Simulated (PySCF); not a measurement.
Species: AlBrH2.
Cartesian coordinates in Å at the PBE0-D3(BJ)/def2-SVP level; atoms count from 1:
```
atom  x, y, z in Å
Al1   -0.2542   -0.0823   -0.1961
Br2    1.9816   -0.2292   -0.4775
H3    -0.9709    1.2415   -0.6738
H4    -0.9839   -1.3091    0.4786
```

Method: MP2 and CCSD/aug-cc-pVDZ in PySCF, restricted Hartree–Fock reference, 14 core orbitals frozen, non-relativistic, gas phase, PBE0-D3(BJ)/def2-SVP geometry.

E(HF) = -2815.52762 Eh.

Problem. How large is the problem?

Solution. 81 basis functions and 50 electrons; 14 orbitals frozen, which leaves o = 11 correlated occupied and v = 56 virtual orbitals. That is o·v = 616 singles and o·v(o·v + 1)/2 = 190036 distinct closed-shell doubles amplitudes before symmetry; the costliest CCSD step grows as o²v⁴ = 1.2 × 10^9.

Problem. What are the MP2 and CCSD correlation energies?

Solution. MP2 -0.2076 Eh and CCSD -0.2338 Eh, which gives totals of -2815.73525 and -2815.76142 Eh. That is 0.289 eV for each correlated electron at CCSD (614 kJ/mol in all, 0.008 % of the total energy); MP2 gives 88.8 % of the CCSD value.

Problem. What is the T1 diagnostic?

Solution. 0.0078, below the customary warning level of 0.02. It is the norm of the spatial-orbital singles amplitudes over the root of the number of correlated electrons, so the norm is 0.037.

Problem. How does correlation change the dipole moment?

Solution. HF gives 1.49 D and CCSD (unrelaxed density) 1.24 D, a change of -0.25 D.

No triples correction and no basis-set extrapolation were made.
